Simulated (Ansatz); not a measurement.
Ansatz results at the PBE0-D4/def2-TZVP geometry: HOMO–LUMO gap (PBE0/def2-TZVPP) 7.09 eV; size of the dipole moment (B3LYP/def2-TZVPP) 2.19 D; HOMO energy (ωB97M-V/def2-TZVPP) -9.72 eV.

Which molecule gave them?
A. `OCBBr`
B. `F[CH]1O[SiH2][GeH2]1`
C. `O=[C]([SiH3])[GeH2][F]`
D. `CB[NH][AlH][CH3]`

B. The others give `OCBBr`: 6.49, 1.26, -10.58; `O=[C]([SiH3])[GeH2][F]`: 4.62, 0.07, -8.92; `CB[NH][AlH][CH3]`: 7.32, 1.57, -10.38.

B3LYP here is the variant with VWN-RPA as its local correlation; programs differ in this.
